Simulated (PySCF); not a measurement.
**`N([C@@H](/C=C/C=C)C)C`, C7H13N**

Geometry:
| atom | x (Å) | y (Å) | z (Å) |
| --- | --- | --- | --- |
| C1 | 3.828 | 0.695 | -0.527 |
| C2 | 2.923 | -0.058 | 0.089 |
| C3 | 1.501 | 0.053 | -0.138 |
| C4 | 0.596 | -0.712 | 0.469 |
| C5 | -0.890 | -0.619 | 0.269 |
| C6 | -1.598 | -0.758 | 1.629 |
| N7 | -1.225 | 0.596 | -0.452 |
| C8 | -2.571 | 0.661 | -0.977 |
| H9 | 3.540 | 1.443 | -1.248 |
| H10 | 4.883 | 0.594 | -0.338 |
| H11 | 3.234 | -0.804 | 0.810 |
| H12 | 1.174 | 0.801 | -0.847 |
| H13 | 0.913 | -1.476 | 1.167 |
| H14 | -1.203 | -1.461 | -0.368 |
| H15 | -1.297 | 0.054 | 2.289 |
| H16 | -2.679 | -0.728 | 1.505 |
| H17 | -1.336 | -1.703 | 2.098 |
| H18 | -1.042 | 1.400 | 0.141 |
| H19 | -3.363 | 0.670 | -0.214 |
| H20 | -2.734 | -0.198 | -1.629 |
| H21 | -2.662 | 1.567 | -1.575 |

Method: PySCF, GIAO B3LYP/pcSseg-1 magnetisability, rotational g tensor and spin-rotation constants, non-relativistic, gas phase. Geometry: GFN2-xTB.

Q: Give the nuclear spin-rotation constants along the inertial axes (H = +C I·J) beside the isotropic shieldings.

A: Rotational constants 4.1072, 0.9225, 0.7833 GHz. A star marks the isotopologue with that one atom substituted, in its own axes.
```tsv
atom	isotope	Caa (kHz)	Cbb (kHz)	Ccc (kHz)	mean (kHz)	σ (ppm)
N7	14N	0.280	0.056	0.027	0.121	203.2
H9	1H	-0.381	0.075	-0.089	-0.132	26.5
H10	1H	0.329	-0.086	-0.090	0.051	26.7
H11	1H	-0.335	0.083	-0.088	-0.113	25.3
H12	1H	-0.337	0.089	-0.085	-0.111	24.9
H13	1H	-0.361	0.080	-0.092	-0.124	26.1
H14	1H	-0.350	-0.100	0.025	-0.142	28.6
H15	1H	-0.453	-0.109	0.009	-0.184	31.6
H16	1H	0.131	-0.099	-0.087	-0.018	29.9
H17	1H	-0.435	0.001	-0.076	-0.170	30.8
H18	1H	-0.526	-0.123	0.007	-0.214	32.6
H19	1H	-0.112	-0.058	-0.057	-0.076	28.8
H20	1H	-0.456	-0.097	0.029	-0.175	29.5
H21	1H	-0.469	0.030	-0.065	-0.168	28.8
C1	13C*	1.611	0.343	0.118	0.691	60.2
C2	13C*	1.705	0.419	0.129	0.751	35.3
C3	13C*	1.698	0.395	0.129	0.741	42.8
C4	13C*	1.665	0.408	0.157	0.743	33.4
C5	13C*	0.959	0.190	0.160	0.436	120.9
C6	13C*	0.702	0.141	0.108	0.317	160.4
C8	13C*	0.622	0.175	0.149	0.315	144.3
```
For the geometry as given, no vibrational averaging.

Q: How do the rotational constants and the g tensor change when H9, H10, H11, H12, H13, H14, H15, H16, H17, H18, H19, H20, H21 are replaced by deuterium?

A: Constants 3.1441, 0.7822, 0.6597 GHz; g -0.0208, -0.0080, 0.0000, against -0.0271, -0.0094, 0.0000 before.
